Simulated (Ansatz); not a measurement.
```xyz
5

C    -0.0126   -0.3799   -0.0539
O    -0.0030   -0.3736    1.0519
O    -0.0154    0.6585   -0.9479
H    -0.0200   -1.2939   -0.6847
H    -0.0399    1.4150   -0.3451
```

Basis set: 6-31G (spherical functions). Frozen core: 3 orbitals. Charge 0, multiplicity 1.

Computed with Ansatz (development build ahead of 0.2.0); each method stands on the lowest determinant of its kind that the runs found. Restricted open shells among the atoms or ions are ROHF, correlated in semicanonical orbitals with singles.

The atomization energy at this shape (free ground-state atoms in the same class of orbitals less the molecule, no zero-point energy) of singlet CH₂O₂:

| method | atomization energy |
| --- | --- |
| RHF | 11.06 eV |

What does RHF-MP2 give?

16.63 eV.

This basis has no polarisation functions and is too small for such energies, which can lie far from measured ones in either direction.
